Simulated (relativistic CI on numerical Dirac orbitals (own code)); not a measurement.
## One change at a time: Te XLIX

Base calculation: Dirac-Coulomb-Breit CI, orbitals from a KLI potential per configuration, model QED (radiative potential, 1s self-energy scaled to tabulated hydrogen-like ionisation energies), unscaled Slater integrals.

Configurations in the expansion (outside the closed core 1s2): 2s2, 2s 2p, 2p2, 2p 3s, 2p 3p, 2s 3s, 2s 3p, 2s 3d, 2s 4s, 2s 4p, 2s 4d, 2s 4f, 3s2, 3s 3p, 3p2. Levels of other configurations are missing.

Variants: (1) valence Slater integrals scaled by 0.9; (2) Breit term removed. Shifts of the energy above 2s2 1S_0, in eV, for the lowest level and the first level of each name with at least 55 % of one term (blank where a level changes its place among those of its configuration and J or its character, or is not in the variant):

```
      Level     Base   Δ(1)    Δ(2)
   2s2 1S_0     0.00   0.00    0.00
2s 2p 3P°_0    99.30  +0.34   -5.49
2s 2p 3P°_1   121.19  -1.62   -3.99
   2p2 3P_0   287.63  -3.24  -11.06
2s 2p 3P°_2   408.98  +0.42   +1.41
2s 2p 1P°_1   471.38  -6.12   +0.48
   2p2 3P_1   569.73  -0.31   -5.46
   2p2 1D_2   585.05  -2.04   -2.64
   2p2 3P_2   888.34  -1.33   +1.53
   2p2 1S_0   935.65  -6.23   -1.93
 2s 3s 3S_1  4980.59  -0.90   +4.45
 2s 3s 1S_0  5001.07  -2.76   +3.96
2s 3p 3P°_0  5029.29  -1.48   +2.29
2s 3p 3P°_1  5030.20  -1.58   +3.05
2p 3s 3P°_0  5107.08  -1.56   -1.02
2s 3p 3P°_2  5120.25  -1.54   +4.41
 2s 3d 3D_2  5147.25  -1.49   +5.82
 2s 3d 3D_1  5150.39  -1.87   +2.66
 2p 3p 3P_0  5169.36  -3.81   -2.81
 2s 3d 3D_3  5169.72  -1.23   +5.99
 2s 3d 1D_2  5182.40  -2.53   +5.24
2p 3s 3P°_2  5421.83  -1.53   +5.11
```

At this charge energies of transitions that change n are usually good to better than 1 %, and those within a shell (Δn = 0) to a few per cent.

Ionisation energy from the two ground configurations alone: base 8820.68 eV; Breit term removed 8826.58 eV. The NIST ASD value (theoretical) is 8821 eV.

LS names give the leading component of a level, which can be under half, so a name can repeat, a term be missing and a line seem to break the LS rules.
